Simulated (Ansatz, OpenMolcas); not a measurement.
## Worked example: the enthalpy of formation of HBr (hydrogen bromide)

HBr: 2 atoms, total charge 0, spin state singlet. As SMILES, `Br`. Geometry: relaxed at PBE0-D4/def2-TZVP.

| atom | x (Å) | y (Å) | z (Å) |
| --- | --- | --- | --- |
| Br | -0.6032 | 0.2180 | -0.3050 |
| H | 0.6032 | -0.2180 | 0.3050 |

Total energies at revPBE/cc-pVTZ (OpenMolcas 26.06); the atoms run unrestricted:

| species | state | energy (Eh) |
| --- | --- | --- |
| HBr | singlet | -2574.584521 |
| Br | doublet | -2573.936209 |
| H | doublet | -0.504126 |

Harmonic wavenumbers at PBE0-D4/def2-TZVP, in cm⁻¹: 2668.

Measured heats of formation of the gaseous atoms at 298.15 K, in kJ/mol: Br 111.9, H 218.0. Spin-orbit lowering of the atoms at 298 K (mean of the ground term's levels less their thermal mean, from spectra), in kJ/mol: Br 14.69. Take 1 Eh = 2625.50 kJ/mol, 1 cm⁻¹ = 0.0119627 kJ/mol, RT = 2.479 kJ/mol.

Q: What heat of formation follows?

A: 
1. Electronic atomisation energy: (-2573.936209) + (-0.504126) − (-2574.584521) = 0.144186 Eh = 378.6 kJ/mol.
2. Zero-point energy: half the sum of the wavenumbers, 1334 cm⁻¹ = 16.0 kJ/mol.
3. Thermal vibrational enthalpy, Σ hcν̃/(exp(hcν̃/kT) − 1): 0.0 kJ/mol. Translation, rotation and pV of a linear molecule: 3.5 RT = 8.7 kJ/mol.
4. The 2 free atoms carry 5/2 RT each: 12.4 kJ/mol.
5. Spin-orbit coupling lowers the free atoms by 14.69 = 14.7 kJ/mol.
6. Atomisation enthalpy at 298 K: 378.6 − 14.7 − 16.0 − 0.0 − 8.7 + 12.4 = 351.6 kJ/mol.
7. Sum of the atoms' heats of formation: 329.9 kJ/mol. Heat of formation: 329.9 − 351.6 = -21.7 kJ/mol.

The tabulated value is -35.9 kJ/mol (Active Thermochemical Tables), so this level is off by +14.1 kJ/mol, or 3.9 % of the atomisation enthalpy. Relativity is left out. Anharmonicity and any spin-orbit splitting of the molecule are left out.
